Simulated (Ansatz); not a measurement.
Ansatz (a quantum-chemistry and plane-wave program) input (HF/3-21G): The .json file is the Basis Set Exchange's 3-21G.

Ansatz 0.2 input:
```yaml
crystal:
  periodic: [false, false, false]
  atoms:
    - {symbol: C, position_ang: [-1.27181763, 0.04497988, 0.05803607]}
    - {symbol: C, position_ang: [-0.79276306, -1.25623525, -0.06932325]}
    - {symbol: C, position_ang: [0.57274402, -1.36504895, -0.13660615]}
    - {symbol: C, position_ang: [1.30015021, -0.05938108, -0.06042966]}
    - {symbol: S, position_ang: [-0.00424744, 1.23162066, 0.10135521]}
    - {symbol: H, position_ang: [-2.30176463, 0.35411401, 0.12743714]}
    - {symbol: H, position_ang: [-1.45871037, -2.10793787, -0.11083390]}
    - {symbol: H, position_ang: [1.11161647, -2.29592116, -0.23609882]}
    - {symbol: H, position_ang: [1.97096976, 0.00686322, 0.80157416]}
    - {symbol: H, position_ang: [1.89596663, 0.15106361, -0.95382408]}
basis:
  gaussian:
    orbitals: 3-21G.json
hamiltonian:
  xc: {name: HF}
magnetization: {spin_polarized: true, initial_magnetization: 1}
relax: {f_tol: 0.003, max_steps: 120}
```

From the output:

```
the calculation of the forces begins
reference -14940.30775915 eV, -549.0461832444 hartree; 23, 22 occupied and 36, 37 virtual orbitals, 822 factors
relax step   6: F+E_penalty+E_count = -14940.30775915 eV  Δ(F+E_penalty+E_count) = -3.546e-5 eV  max|allowed force component| = 4.353e-3 eV/Å  Δτ_max = 0.0014 Å  (47 SCF iters, accepted)
these checks for a lower state are left out or cut short: starts, cluster_reference, orbital_swaps, neighbouring_geometries, increment
integrals: 0.02 GiB planned
822 factors; integrals over basis functions are off by at most 5.9e-4 eV
mean field: 0.26 GiB planned
mean field -14940.30776023 eV, -549.0461832842 hartree, gradient 1.2e-5 eV, S^2 0.969981; 0 other end points of the search recorded, 0 dependent functions left out
the calculation of the forces begins
reference -14940.30776023 eV, -549.0461832842 hartree; 23, 22 occupied and 36, 37 virtual orbitals, 822 factors
relax step   7: F+E_penalty+E_count = -14940.30776023 eV  Δ(F+E_penalty+E_count) = -1.082e-6 eV  max|allowed force component| = 1.938e-3 eV/Å  Δτ_max = 0.0003 Å  (48 SCF iters, accepted)
integrals: 0.02 GiB planned
822 factors; integrals over basis functions are off by at most 5.9e-4 eV
mean field: 0.26 GiB planned
mean field evaluation 96: about -14940.3078 eV, gradient 6.8e-3 eV
mean field -14940.30776023 eV, -549.0461832842 hartree, gradient 1.2e-5 eV, S^2 0.969981; 1 other end points of the search recorded, 0 dependent functions left out
the calculation of the forces begins
reference -14940.30776023 eV, -549.0461832842 hartree; 23, 22 occupied and 36, 37 virtual orbitals, 822 factors
Total energy: -14940.30776023 eV, -549.0461832842 hartree
Atom 0 at    -1.309428     0.033016     0.058660 Å, force     0.001058    -0.001409    -0.000161 eV/Å
Atom 1 at    -0.805246    -1.253460    -0.068562 Å, force     0.000341    -0.000243    -0.000035 eV/Å
Atom 2 at     0.574837    -1.362158    -0.136458 Å, force    -0.001423     0.001938     0.000220 eV/Å
Atom 3 at     1.340545    -0.061517    -0.062331 Å, force    -0.000170    -0.000806    -0.000059 eV/Å
Atom 4 at     0.012137     1.297220     0.106044 Å, force     0.000155     0.000379     0.000024 eV/Å
Atom 5 at    -2.333955     0.320900     0.126084 Å, force    -0.000204     0.000027     0.000011 eV/Å
Atom 6 at    -1.451157    -2.106872    -0.111069 Å, force     0.000362     0.000353     0.000013 eV/Å
Atom 7 at     1.099215    -2.290495    -0.235123 Å, force    -0.000119    -0.000191    -0.000011 eV/Å
Atom 8 at     1.985219    -0.008588     0.802520 Å, force    -0.000006    -0.000012    -0.000149 eV/Å
Atom 9 at     1.909977     0.136072    -0.958478 Å, force     0.000006    -0.000036     0.000145 eV/Å
Dipole moment:     0.059901    -0.443829    -0.039019 e Å
```

The geometry given is a B3LYP-D3(BJ)/def2-TZVP minimum.

The determinant is spin-contaminated: <S^2> is 0.97 against 0.75 for a pure state.
